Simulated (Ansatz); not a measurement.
A structure relaxed at PBE0-D4/def2-TZVP, charge 0, multiplicity 2:

| atom | x (Å) | y (Å) | z (Å) |
| --- | --- | --- | --- |
| F1 | -1.397 | -0.757 | 0.100 |
| Si2 | 0.090 | -0.400 | -0.325 |
| F3 | -0.027 | 0.768 | -1.394 |
| I4 | 1.334 | 0.388 | 1.619 |

(1) Give its formula and SMILES.

(2) Point group (tolerance 0.08 Å, 0.16 Å for H)?

(3) Summarise the bond lengths by kind.

Answers

(1) F2ISi, `F[Si](F)I`.

(2) Cs.

(3) 2 × F–Si 1.588 Å; 1 × I–Si 2.438 Å.

Program: Ansatz 0.2.0.
